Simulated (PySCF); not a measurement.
**Dipole moment and polarisability of `C[Si]([SiH3])([SiH3])OC=O`**

C2H10O2Si3.
Geometry (GFN2-xTB, Å), atoms numbered from 1 in this order:
```xyz
17
C2H10O2Si3 angstrom
C      0.1411    0.3229    2.0786
Si    -0.1768   -0.0435    0.2242
Si    -1.4377   -1.9910    0.0043
Si    -0.4430    1.8846   -1.0640
O      1.3740   -0.6912   -0.2053
C      2.1016   -0.2297   -1.1643
O      1.8281    0.6949   -1.8830
H      0.5419   -0.5451    2.5975
H      0.8453    1.1404    2.2196
H     -0.7847    0.6029    2.5727
H     -0.9519   -3.1500    0.7649
H     -1.5333   -2.4477   -1.3880
H     -2.8071   -1.7458    0.4673
H     -1.6852    2.5275   -0.5835
H      0.6056    2.8912   -0.9023
H     -0.6716    1.5857   -2.4750
H      3.0469   -0.7940   -1.2737
```

Level: PBE0/def2-SVPD (PySCF), static field, nuclei fixed, core orbitals frozen in the response. The polarisability tensor in these axes (au):

```
x   112.29   5.89  -4.34
y     5.89 129.28  -9.19
z    -4.34  -9.19 113.50
```

What are the eigenvalues, a third of the trace, and Δα (Δα² = ½Σ(αi − αj)² over the three pairs)?

Principal values 108.20, 111.15 and 135.70 au; mean 118.35 au = 17.54 Å³ = 19.51 × 10⁻⁴⁰ C²·m²/J; Δα = 26.15 au (22 % of the mean).

What is the dipole moment, and where does it point?

(0.11, -1.13, 1.91) D, 2.22 D in size, pointing from the negative to the positive side. Measured along this direction, the outermost atoms are H16 at the negative end and H8 at the positive end.

Give the eigenvalues of the traceless quadrupole moment Θ = ½Σq(3rr − r²1), origin at the centre of nuclear charge.

-7.53, 3.16, 4.37 D·Å. The values depend on the origin, since the dipole doesn't vanish. The electronic extent ⟨r²⟩ about the same centre is 1517 bohr², a root-mean-square distance of 2.30 Å for the 80 electrons.

Orientational against electronic polarisability at 350 K (dilute gas, rigid molecules)?

In Gaussian units μ²/3kT = 34.09 Å³ against 17.54 Å³, a ratio of 1.94; the Debye molar polarisation (4π/3)N_A(α + μ²/3kT) is 130.2 cm³/mol, leaving out the vibrational part.

Along which axes do the principal values lie, and how far do the nuclei extend along each?

Largest value along (0.29, 0.86, -0.41), where the nuclei span 6.35 Å; middle along (0.76, -0.47, -0.44), 5.48 Å; least along (0.58, 0.19, 0.80), 4.91 Å. The response follows the extents in order.

The structure is a single GFN2-xTB conformer in the gas phase; no vibrational or solvent corrections.

The run behind these numbers computed excited states as well. On an Arm Neoverse V1 with one thread, on a shared host, this took 58 s (grids of density and orbitals included) and 1.0 GiB of memory at its peak.
